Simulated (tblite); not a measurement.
Compound: C10H5F2O (charge -1).
SMILES with atom numbers: `[O-:1][c:2]1[cH:3][cH:4][c:5]2[cH:6][c:7]([F:8])[cH:9][cH:10][c:11]2[c:12]1[F:13]` (hydrogens: H14 on C3; H15 on C4; H16 on C6; H17 on C9; H18 on C10)

Calculated harmonic vibrations of the isolated species, GFN2-xTB (tblite), most abundant isotopes, no scaling. The method is semi-empirical: single wavenumbers can be off by several per cent or more.

Harmonic wavenumbers (cm⁻¹): 80.0, 118.2, 176.9, 214.8, 261.6, 290.5, 336.0, 350.0, 378.2, 399.1, 461.9, 475.5, 513.7, 532.9, 552.6, 629.3, 656.9, 682.4, 702.1, 773.8, 798.1, 816.7, 857.8, 893.3, 907.3, 950.3, 972.2, 1056.5, 1130.8, 1151.0, 1162.9, 1231.4, 1241.5, 1258.3, 1339.4, 1374.3, 1421.3, 1470.8, 1476.4, 1517.7, 1574.7, 1592.8, 1629.6, 3004.3, 3048.3, 3064.9, 3067.4, 3084.5.

A = 1893, B = 534.6, C = 416.9 MHz; mass 179.031 u (most abundant isotopes); point group Cs, symmetry number 1.

Question: Zero-point energy?

Answer: Half the sum of the wavenumbers: 25840 cm⁻¹ = 73.88 kcal/mol.

Question: Give the ideal-gas entropy at 200 K and 1 bar in the rigid-rotor, harmonic-oscillator model (classical rotation).

Answer: Translation 39.50, rotation 29.82, vibration 14.43: S = 83.7 cal/(mol K).

Question: And Cp and H(200 K) − H(0)?

Answer: Cp = 29.33 cal/(mol K), of which vibrations give 21.38 (their classical limit is 48 R = 95.4); H(200 K) − H(0) = 3.39 kcal/mol without the zero-point energy, 1.80 from vibrations.

Question: How do the functions run with temperature in this model?

Answer: 
```
T (K)  S (cal/(mol K))  Cp (cal/(mol K))  H − H(0) (kcal/mol)  G − H(0) (kcal/mol)  ln q(vib)
  100             68.5              16.3                 1.11                -5.74       0.78
  300             98.0              41.8                 6.95               -22.46       5.17
  500            124.3              61.3                17.40               -44.75      10.49
  800            157.1              77.9                38.56               -87.15      18.39
 1000            175.2              84.2                54.80              -120.43      23.28
```

q(vib) and H(0) count from the zero-point level.

Question: Which modes carry the vibrational entropy at 200 K?

Answer: 80.0 cm⁻¹: 3.11; 118.2 cm⁻¹: 2.37; 176.9 cm⁻¹: 1.64; 214.8 cm⁻¹: 1.31; 261.6 cm⁻¹: 1.00; 290.5 cm⁻¹: 0.85 cal/(mol K); the other 42 give 4.15 together.

Hindered rotation and anharmonicity are outside this model.

On an Intel Xeon at 2.70 GHz with one thread, no GPU, shared host with 64 logical CPUs at a one-minute load of 1.6, this took 1.3 s. This covers the Hessian and the dipole derivatives.
